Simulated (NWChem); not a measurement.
Species: iodine (I2); SMILES II

Results from NWChem. def2 effective core potentials on I; no spin-orbit coupling. Each level has its own optimisation; frequencies are unscaled.

```tsv
level	r I–I (Å)	highest harmonic frequency (cm⁻¹)	zero-point energy (kcal/mol)
Hartree-Fock/STO-3G (all-electron, non-relativistic)	2.704	281	0.4
Hartree-Fock/3-21G (all-electron, non-relativistic)	2.869	202	0.3
LDA (Slater exchange, VWN5)/def2-SVP (core potentials)	2.675	219	0.3
PBE/def2-SVP (core potentials)	2.713	207	0.3
BLYP/def2-SVP (core potentials)	2.758	193	0.3
PBE0/def2-SVP (core potentials)	2.682	220	0.3
```
